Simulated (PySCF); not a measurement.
## Computed properties of Ga(F)2(SH) (F₂GaHS), SMILES [Ga]([F])([F])[SH]

Ga(F)2(SH) (F2GaHS), SMILES [F][Ga]([F])[SH]. Geometry optimised at r2SCAN-D4/def2-SVP. The values are those of a single conformer. All values are computed for the isolated molecule unless a solvent is named; none is compared with measurement here.

**Structure.** The optimised structure has Cs symmetry. All 9 harmonic modes at r2SCAN-D4/def2-SVP (PySCF) are real, so it is a minimum. With heavy atoms numbered as in [Ga:1]([F:2])([F:3])[SH:4], the shortest bond between them is Ga1–F2 at 1.738 Å and the longest Ga1–S4 at 2.168 Å.

**Vibrations.** The strongest infrared lines (harmonic, unscaled, degenerate partners summed) lie at 750 cm⁻¹ (62 km/mol, F 62 %, Ga 27 %, H 10 %), 703 cm⁻¹ (48 km/mol, F 72 %, Ga 14 %, H 13 %), 721 cm⁻¹ (37 km/mol, H 70 %, F 21 %). The softest mode is at 125 cm⁻¹ and the zero-point energy is 8.6 kcal/mol.

**Electronic structure.** HF/def2-TZVPD (PySCF) places the frontier levels at -11.45 and 0.65 eV, a gap of 12.10 eV, and gives a dipole moment of 2.23 D and a mean polarisability of 41.6 bohr³.

**Excitations.** TDDFT-M06-2X/def2-SVPD (PySCF) has S1 at 5.55 eV (223 nm, f = 0.033, weak); the most intense of the 10 singlets computed lies at 7.84 eV (f = 0.48). T1 (TDA) is at 5.23 eV. No vertical singlet excitation falls in the visible range (under 3.1 eV).

**NMR.** GIAO shifts at HF/pcSseg-1 (PySCF) (non-relativistic, atoms alike by connectivity averaged): ¹H at 1.2 ppm against TMS; ¹⁹F at -158.0 ppm against CFCl3.
